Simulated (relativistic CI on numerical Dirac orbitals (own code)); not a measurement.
## Ca4+: computed level list

Method of calculation: Dirac-Coulomb-Breit CI, orbitals from a KLI potential per configuration, a model potential for QED, valence Slater integrals scaled by 0.85, configuration energies shifted to the measured levels that pair with them (semi-empirical) (own radial code, finite nucleus).

CI space (outside the closed core [Ne]): 3s²3p⁴, 3s3p⁵, 3s²3p³3d, 3s²3p³4s, 3s²3p³5s, 3p⁶, 3s²3p²3d², 3s3p⁴3d, 3p⁴3d², 3s²3p³4p, 3s²3p³4d, 3p⁵3d, 3s3p³3d², 3s²3p³4f, 3s²3p³5p, 3s3p⁴4s, 3s²3p³5d, 3s²3p³5f, 3s²3p³5g, 3s3p⁴4p, 3s²3p²3d4s, 3s3p⁴4d, 3s3p⁴4f, 3s3p⁴5s, 3s²3p²3d4p, 3s3p⁴5p, 3s3p⁴5d, 3s3p⁴5f, 3s3p⁴5g, 3p⁵4s. Levels of other configurations are missing.

The lowest level is 3s²3p⁴ ³P2, with 96 % of that term; Hund's rules for 3s²3p⁴ give ³P with J = 2, in agreement.

```tsv
No.	Configuration	Term	J	E (eV)	%	Next component (%)	Lifetime (s)
1	3s²3p⁴	³P	2	0.0000	96	1 3s3p⁴3d ³P	
2	3s²3p⁴	³P	1	0.2968	97	1 3s3p⁴3d ³P	3.27e+00
3	3s²3p⁴	³P	0	0.4013	96	1 3s3p⁴3d ³P	3.11e+01
4	3s²3p⁴	¹D	2	2.2520	96	1 3s3p⁴3d ¹D	4.41e-01
5	3s²3p⁴	¹S	0	4.9871	94	2 3s²3p²3d² ¹S	4.20e-02
6	3s3p⁵	³P°	2	19.1749	86	12 3s²3p³3d ³P°	5.73e-10
7	3s3p⁵	³P°	1	19.4377	86	12 3s²3p³3d ³P°	5.61e-10
8	3s3p⁵	³P°	0	19.5798	86	12 3s²3p³3d ³P°	5.57e-10
9	3s3p⁵	¹P°	1	25.4440	71	27 3s²3p³3d ¹P°	1.65e-10
10	3s²3p³3d	⁵D°	0	29.6891	97	3 3s3p³3d² ⁵D°	1.12e-07
11	3s²3p³3d	⁵D°	1	29.6909	97	3 3s3p³3d² ⁵D°	1.27e-07
12	3s²3p³3d	⁵D°	2	29.6942	97	3 3s3p³3d² ⁵D°	1.84e-07
13	3s²3p³3d	⁵D°	3	29.6991	97	3 3s3p³3d² ⁵D°	4.38e-07
14	3s²3p³3d	⁵D°	4	29.7076	97	3 3s3p³3d² ⁵D°	
15	3s²3p³3d	³D°	2	31.6379	96	3 3s3p³3d² ³D°	3.39e-08
16	3s²3p³3d	³D°	3	31.6417	96	3 3s3p³3d² ³D°	6.56e-08
17	3s²3p³3d	³D°	1	31.6764	97	3 3s3p³3d² ³D°	2.86e-08
18	3s²3p³3d	¹S°	0	32.3651	96	3 3s3p³3d² ¹S°	1.33e-07
19	3s²3p³3d	³F°	2	32.5826	96	2 3s3p³3d² ³F°	5.85e-07
20	3s²3p³3d	³F°	3	32.6660	96	2 3s3p³3d² ³F°	2.17e-07
21	3s²3p³3d	³F°	4	32.7692	97	2 3s3p³3d² ³F°	5.60e-02
22	3s²3p³3d	³G°	3	34.3270	97	2 3s3p³3d² ³G°	1.29e-07
23	3s²3p³3d	³G°	4	34.3428	97	2 3s3p³3d² ³G°	1.99e+00
24	3s²3p³3d	³G°	5	34.3678	98	2 3s3p³3d² ³G°	
25	3s²3p³3d	¹G°	4	34.9478	96	2 3s3p³3d² ¹G°	7.96e-01
26	3s²3p³3d	¹D°	2	35.4146	96	2 3s3p³3d² ¹D°	1.31e-09
27	3s²3p³3d	³D°	1	36.6241	96	2 3s3p³3d² ³D°	8.36e-10
28	3s²3p³3d	³P°	0	36.6598	96	2 3s3p³3d² ³P°	1.67e-08
29	3s²3p³3d	³F°	4	36.7106	95	1 3p⁵3d ³F°	5.47e-03
30	3s²3p³3d	³P°	1	36.7480	96	2 3s3p³3d² ³P°	2.43e-09
```

Energies count from the lowest computed level; ° marks odd parity; lifetimes are radiative, by E1, M1, E2 decay to levels of this space only; some are left blank where a channel outside the calculation adds to the decay or the decay crosses a small, uncertain gap.

The mean weight of the leading LS term, summed over parents, in these 30 levels is 94 %, and that of the leading jj configuration (from the same eigenvectors) 55 %, so LS coupling describes them better.

Configurations whose levels could be paired with our table of measured levels were shifted onto them, all but the ground configuration, by the median error of their levels; single terms can still be off by 1,000 to 2,000 cm⁻¹ or more, and rates follow the energies as ν³ (E1, M1) or ν⁵ (E2). The others borrow a shift and can be off by several thousand cm⁻¹ or more. 20 of the 27 excited levels that our extract of the measured tables holds in this range could be paired (the sources list more); they are missed by 1018 cm⁻¹ on average and 4176 at most, after the shifts were fitted to these levels, and levels without a partner can miss by more.

Landé's interval rule says that E(J) − E(J−1) = AJ with one A. For the ground term the intervals give A = -843.2, -1196.9 cm⁻¹ for J = 1, 2; the multiplet is inverted.
